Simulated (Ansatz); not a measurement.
Ansatz (a program for electronic structure) input (B3LYP-D3(BJ)/def2-TZVP):

Ansatz 0.2 input:
```yaml
crystal:
  periodic: [false, false, false]
  atoms:
    - {symbol: Si, position_ang: [-0.29080737, -0.08259869, 0.20893750]}
    - {symbol: C, position_ang: [1.57669317, -0.30239730, -0.25304755]}
    - {symbol: N, position_ang: [-0.51317644, -0.99339879, 1.59491087]}
    - {symbol: N, position_ang: [-1.10901099, -0.32923205, -1.30287903]}
    - {symbol: N, position_ang: [-0.56563502, 1.61100697, 0.52211294]}
    - {symbol: H, position_ang: [1.84155113, 0.42014868, -1.01375764]}
    - {symbol: H, position_ang: [2.18656270, -0.15110295, 0.62648023]}
    - {symbol: H, position_ang: [1.74446847, -1.30053955, -0.63287693]}
    - {symbol: H, position_ang: [-1.05918785, -1.83882687, 1.62263074]}
    - {symbol: H, position_ang: [-1.93490505, 0.20522203, -1.50944373]}
    - {symbol: H, position_ang: [-1.16299897, -1.25067946, -1.70070705]}
    - {symbol: H, position_ang: [-0.75620667, 1.83483940, 1.48515374]}
    - {symbol: H, position_ang: [0.12220249, 2.25464194, 0.16449879]}
basis:
  gaussian:
    orbitals: def2-TZVP
hamiltonian:
  xc: b3lyp
  dispersion: d3bj
magnetization: {spin_polarized: true, initial_magnetization: 1}
relax: {f_tol: 0.002, max_steps: 150}
```

End of the output:

```
these checks for a lower state are left out or cut short: starts, cluster_reference, orbital_swaps, neighbouring_geometries, increment
integrals: 0.13 GiB planned
1258 factors; their error is unknown
mean field: 1.62 GiB planned
mean field -13519.48729352 eV, -496.8319941992 hartree, gradient 2.0e-5 eV, S^2 0.753337; 0 other end points of the search recorded, 0 dependent functions left out
the calculation of the forces begins
reference -13519.48757555 eV, -496.8320045637 hartree; 25, 24 occupied and 184, 185 virtual orbitals, 1258 factors
relax step  13: F+E_penalty+E_count = -13519.97684748 eV  Δ(F+E_penalty+E_count) = -1.132e-6 eV  max|allowed force component| = 5.242e-4 eV/Å  Δτ_max = 0.0008 Å  (30 SCF iters, accepted)
integrals: 0.13 GiB planned
1258 factors; their error is unknown
mean field: 1.62 GiB planned
mean field evaluation 128: about -13518.7967 eV, gradient 1.2e1 eV
mean field -13519.48729352 eV, -496.8319941992 hartree, gradient 2.0e-5 eV, S^2 0.753337; 3 other end points of the search recorded, 0 dependent functions left out
the calculation of the forces begins
reference -13519.48757555 eV, -496.8320045637 hartree; 25, 24 occupied and 184, 185 virtual orbitals, 1258 factors
Total energy: -13519.97712952 eV, -496.8499953401 hartree
Atom 0 at    -0.214034     0.032800     0.161850 Å, force    -0.000346     0.000059     0.000245 eV/Å
Atom 1 at     1.559841    -0.432178    -0.218340 Å, force     0.000450    -0.000173     0.000524 eV/Å
Atom 2 at    -0.681890    -0.848163     1.612544 Å, force     0.000189     0.000046     0.000112 eV/Å
Atom 3 at    -1.118413    -0.256563    -1.271627 Å, force    -0.000047     0.000126    -0.000206 eV/Å
Atom 4 at    -0.515794     1.653166     0.613226 Å, force     0.000210     0.000061    -0.000014 eV/Å
Atom 5 at     1.961703     0.225556    -0.993206 Å, force     0.000012     0.000246    -0.000374 eV/Å
Atom 6 at     2.187636    -0.330462     0.668506 Å, force     0.000027     0.000061     0.000065 eV/Å
Atom 7 at     1.645202    -1.462260    -0.573629 Å, force    -0.000228     0.000077     0.000038 eV/Å
Atom 8 at    -0.774253    -1.855231     1.461661 Å, force    -0.000075    -0.000055    -0.000082 eV/Å
Atom 9 at    -2.087231     0.014651    -1.329305 Å, force    -0.000157     0.000054    -0.000094 eV/Å
Atom 10 at    -0.903022    -1.017193    -1.895663 Å, force    -0.000047    -0.000127    -0.000070 eV/Å
Atom 11 at    -0.573157     1.915784     1.582391 Å, force     0.000071    -0.000262     0.000005 eV/Å
Atom 12 at    -0.407038     2.437177    -0.006396 Å, force    -0.000059    -0.000114    -0.000148 eV/Å
Dipole moment:     0.003792    -0.061159    -0.342010 e Å
```

It need not be the lowest isomer of its formula.
